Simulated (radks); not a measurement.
Values are calculated unless marked as measured or tabulated.
In10+, 39 electrons, occupied as [Kr] 4d3 (the NIST ground configuration). Level of theory: non-relativistic Kohn-Sham, TPSS, spin-polarised, spherical densities, point nucleus; open shells are filled with parallel spins first (spin-orbit coupling, left out, can overturn this in heavy ions); meta-GGA in the generalised Kohn-Sham scheme; relativity is left out, which matters for an element this heavy (a radial shooting solver on a logarithmic mesh with Libxc functionals).

Radial electron density D(r) = 4 pi r^2 rho(r):

```
   r/bohr * D(r) (the largest magnitude, 78.1, reaches the edge; | marks zero)
  0.00414 |       *
 0.005348 |           *
 0.006853 |                 *
 0.008852 |                       *
  0.01143 |                              *
  0.01477 |                                     *
  0.01893 |                                         *
  0.02445 |                                          *
  0.03158 |                                        *
   0.0408 |                                     *
   0.0527 |                                       *
  0.06753 |                                              *
  0.08724 |                                                      *
   0.1127 |                                                    *
   0.1456 |                                          *
   0.1865 |                                     *
    0.241 |                                           *
   0.3113 |                                           *
   0.4021 |                            *
   0.5194 |              *
   0.6656 |           *
   0.8597 |           *
    1.111 |      *
    1.435 | *
    1.838 *
    2.375 *
    3.068 *
```

D(r) has 4 maxima, at r = 0.0226, 0.0953, 0.276, 0.750 bohr, and minima at 0.0428, 0.182, 0.624 bohr, inside which lie 2.01, 11.22, 29.21 electrons.
